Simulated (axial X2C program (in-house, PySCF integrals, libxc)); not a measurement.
**Photoelectron levels of SeH⁻ by EOM-IP-CCSD**

Calculated with an in-house all-electron X2C program for linear molecules (integrals from PySCF): two-component X2C with atomic mean-field Coulomb and Gaunt terms, Gaussian nuclei, basis Se dyall-acv3z, H dyall-av3z with contracted cores.

R = 1.473 Å (near the PBE0 minimum at charge -1 of the determinant lowest at the starting distance; the state shown can have its own minimum elsewhere).

Hartree–Fock spinors of SeH⁻ (one of each Kramers pair; a window near the gap, which can cut inner shells):

```csv
ω,occupied,ε (eV),character
1/2,yes,-17.24,"62% Se s, 23% H s, 11% H p"
1/2,yes,-6.72,"55% Se p, 29% H s, 8% Se s"
1/2,yes,-2.57,"82% Se p, 12% H p, 6% H d"
3/2,yes,-2.29,"82% Se p, 12% H p, 6% H d"
1/2,no,3.77,96% H s
1/2,no,5.36,97% Se p
1/2,no,5.80,98% Se p
3/2,no,5.83,98% Se p
1/2,no,7.09,"92% Se s, 4% Se d"
1/2,no,8.56,"41% H p, 24% H s, 20% Se d"
```

Vertical detachment energies of SeH⁻ to the states of SeH:

| Ω of SeH | vertical detachment energy (eV) | above lowest (cm⁻¹) | ionised spinor | one-hole weight |
| --- | --- | --- | --- | --- |
| 3/2 | 2.151 | 0 | 82% Se pπ, 12% H pπ | 0.94 |
| 1/2 | 2.367 | 1742 | 82% Se pπ, 12% H pπ | 0.94 |
| 1/2 | 6.242 | 32994 | 55% Se pσ, 28% H sσ, 9% Se sσ | 0.93 |

Problem. How far does the lowest EOM-IP-CCSD energy lie from the Koopmans value −ε of the highest filled spinor?

Solution. 2.151 eV against 2.29 eV, a shift of -0.14 eV: relaxation of the final state lowers the energy and the loss of correlation raises it.

Problem. What is the splitting of the first π pair in the table, and is it regular or inverted?

Solution. E(3/2) − E(1/2) = 0 − 1742 = -1742 cm⁻¹ at EOM-IP-CCSD: inverted, Ω = 3/2 lower. Splittings at this level can be off by ten to twenty per cent.

This point took 4.4 s on 1 thread of Arm Neoverse N1, on a shared host.

Reference electrons by ω block (each with its −ω partner): 1/2: 12, 3/2: 5, 5/2: 1. 8 electrons of SeH⁻ correlated (inner shells frozen), 94 natural virtual spinors (a truncated set); levels can be off by some tenths of an eV. Roots sought by Ω: (1/2: 4, 3/2: 3, 5/2: 1); the list ends where they run out and leaves out roots under 60 % one-particle weight. The solver can skip a root, and states that need a further excitation, which the method places far too high, are missing though they may lie low or lowest. T1 of the reference 0.009 (Lee–Taylor). Number of frozen shells: Se 3 s, 2 p, 1 d; H none.
